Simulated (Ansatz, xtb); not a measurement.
Stretching the Be1–Cl3 bond in BeClF (SMILES [F][Be][Cl]) (multiplicity 1 held, fragments rigid). Energies count from the point at 1.810 Å.
Geometry at that point (charge 0, multiplicity 1):
```xyz
3

Be     0.00000     0.00000    -0.61301
F      0.00000     0.00000    -1.98830
Cl     0.00000     0.00000     1.19687
```

Unrestricted levels (U-) break spin symmetry where that is lower. Active spaces are followed from a long bond inwards. Left out are points that failed, MP2 points in a non-variational dive below the minimum, coupled-cluster points behind a sign of a changed root (a jump of the amplitudes, or a one-step jump against full CI or MRCI), small-basis points behind a change of solution, and semi-empirical points at long bonds. Levels need not reach the same state.

Frozen-core correlation.

Run with Ansatz (Gaussian basis) for Hartree–Fock, density functionals and correlated methods; xtb for the GFN methods. Each number belongs to the level named beside it. The GFN methods have no spin term and hold the electronic entropy of 300 K.

Energies in kcal/mol.

```tsv
R (Å)	GFN2-xTB	U-CCSD(T)/aug-cc-pV(D+d)Z	CASSCF(6,4)/aug-cc-pV(D+d)Z	FIC-MRCISD+Q on CASSCF(6,4)/aug-cc-pV(D+d)Z
1.448	40.2	57.1	55.2	56.7
1.629	3.8	11.3	10.4	11.1
1.810	0.0	0.0	0.0	0.0
1.991	6.6	4.8	5.1	4.9
2.172	16.3	16.7	16.8	16.8
2.443	31.9	38.3	37.7	38.5
2.715	46.9	59.4	57.7	59.7
3.167	68.0	89.7	84.2	88.9
3.620	83.5	110.5	99.7	108.1
4.163	95.4	120.1	106.9	118.1
4.887	left out	122.3	109.0	121.3
5.792	left out	122.7	109.4	121.9
```

Doubts at one or more of the structures used: a spin-contaminated determinant (U-CCSD(T)/aug-cc-pV(D+d)Z); T1 above 0.05 (U-CCSD(T)/aug-cc-pV(D+d)Z); the program's own flag: other amplitudes (U-CCSD(T)/aug-cc-pV(D+d)Z); active orbitals that take no part (CASSCF(6,4)/aug-cc-pV(D+d)Z, FIC-MRCISD+Q on CASSCF(6,4)/aug-cc-pV(D+d)Z).

Ansatz is a quantum-chemistry and plane-wave program.
